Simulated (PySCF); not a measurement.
Compound: In(H2S)H3.
Bonds: In1–S2. Hydrogens: H5, H6, H7 on In1; H3, H4 on S2.

Computed, not measured: PBE0-D3(BJ)/def2-SVP geometry optimisation, gas phase, def2 core potentials past Kr (PySCF 2.14.0).

Question: What internal coordinates does the optimisation give?

Answer: 
| bond | length (Å) |
| --- | --- |
| In1–S2 | 2.877 |
| In1–H5, In1–H6, In1–H7 | 1.738 |
| S2–H3, S2–H4 | 1.351 |

Bonds in one row agree within 0.01 Å and their mean is given. A selection of angles:
| angle | degrees |
| --- | --- |
| S2–In1–H5 | 94.3 |
| H5–In1–H6 | 119.0 |
| In1–S2–H3 | 95.7 |
| H3–S2–H4 | 92.7 |

S2 (sulfur bonded to In and 2 H) is pyramidal (angles 95.7°, 95.6° and 92.7°, sum 284.0°, 0.84 Å off the plane of its three neighbours). In1 (indium bonded to S and 3 H) has angles from 93.9° to 120.2°.

Point group: Cs (every atom within 0.08 Å of its image). Stationary, but not proved a minimum.

The run took 18 s of wall time on Intel Xeon Platinum 8488C, one thread, no GPU, shared host, and the process peaked at 0.28 GiB of memory. These figures are those of the optimisation.
